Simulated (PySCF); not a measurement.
A calculated (B2PLYP, PySCF 2.14, dyall-av2z, the non-relativistic Hamiltonian (point nucleus)) atom or ion has these occupied shells.

```json
{"shell": "1s α", "electrons": "1", "orbital energy (eV)": "-9527.0", "rms radius, mean of both spins (bohr)": "0.0591"}
{"shell": "1s β", "electrons": "1", "orbital energy (eV)": "-9526.9", "rms radius, mean of both spins (bohr)": "0.0591"}
{"shell": "2s α", "electrons": "1", "orbital energy (eV)": "-1183.1", "rms radius, mean of both spins (bohr)": "0.249"}
{"shell": "2s β", "electrons": "1", "orbital energy (eV)": "-1182.1", "rms radius, mean of both spins (bohr)": "0.249"}
{"shell": "2p α", "electrons": "3", "orbital energy (eV)": "-1041.6", "rms radius, mean of both spins (bohr)": "0.221"}
{"shell": "2p β", "electrons": "3", "orbital energy (eV)": "-1040.7", "rms radius, mean of both spins (bohr)": "0.221"}
{"shell": "3s α", "electrons": "1", "orbital energy (eV)": "-150.60", "rms radius, mean of both spins (bohr)": "0.738"}
{"shell": "3s β", "electrons": "1", "orbital energy (eV)": "-148.33", "rms radius, mean of both spins (bohr)": "0.738"}
{"shell": "3p α", "electrons": "3", "orbital energy (eV)": "-104.51", "rms radius, mean of both spins (bohr)": "0.772"}
{"shell": "3p β", "electrons": "3", "orbital energy (eV)": "-101.93", "rms radius, mean of both spins (bohr)": "0.772"}
{"shell": "3d α", "electrons": "5", "orbital energy (eV)": "-25.990", "rms radius, mean of both spins (bohr)": "0.945"}
{"shell": "3d β", "electrons": "4", "orbital energy (eV)": "-24.528", "rms radius, mean of both spins (bohr)": "0.945"}
{"shell": "4s α", "electrons": "1", "orbital energy (eV)": "-10.634", "rms radius, mean of both spins (bohr)": "2.69"}
{"shell": "4s β", "electrons": "1", "orbital energy (eV)": "-9.395", "rms radius, mean of both spins (bohr)": "2.69"}
{"shell": "4p α", "electrons": "1", "orbital energy (eV)": "-4.568", "rms radius, mean of both spins (bohr)": "3.68"}
```

Q: Name the element and its charge.

A: Zn (zinc, neutral), in [Ar] 3d9 4s2 4p1, one real determinant (an excited configuration).
